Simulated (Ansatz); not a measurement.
`F/C(=C/Cl)C[SiH3]`, relaxed with RKS PBE-D4/def2-SVP in Ansatz from a rough embedded geometry. The force threshold is 0.03 eV/Å; the program also tests the step.

Total charge 0; spin multiplicity 1.

Start:

```xyz
12

F    -1.272    1.523    0.892
C    -0.018    0.996    0.529
C     0.972    1.875    0.187
Cl    2.489    1.383   -0.336
C     0.085   -0.489    0.598
Si   -0.772   -1.414   -0.779
H     0.777    2.903    0.155
H    -0.351   -0.842    1.533
H     1.155   -0.866    0.644
H    -0.211   -1.056   -2.077
H    -2.225   -1.111   -0.752
H    -0.629   -2.902   -0.595
```

```csv
step,energy (eV),largest force (eV/Å),largest move (Å)
1,-26298.2387,2.198,0.000
2,-26298.4530,0.755,0.068
3,-26298.4852,0.344,0.060
4 (rejected),-26298.4624,0.283,0.140
5,-26298.4928,0.086,0.038
6,-26298.4937,0.027,0.010
```

End:

```xyz
12

F    -1.223    1.465    0.850
C     0.001    0.971    0.543
C     0.946    1.857    0.162
Cl    2.552    1.380   -0.281
C     0.098   -0.508    0.635
Si   -0.807   -1.423   -0.783
H     0.733    2.934    0.119
H    -0.342   -0.847    1.598
H     1.163   -0.813    0.617
H    -0.217   -1.013   -2.102
H    -2.273   -1.096   -0.769
H    -0.631   -2.905   -0.591
```

Run time 13 s (2 threads of an AMD EPYC 7R13 on a shared host); peak host memory 0.22 GiB.
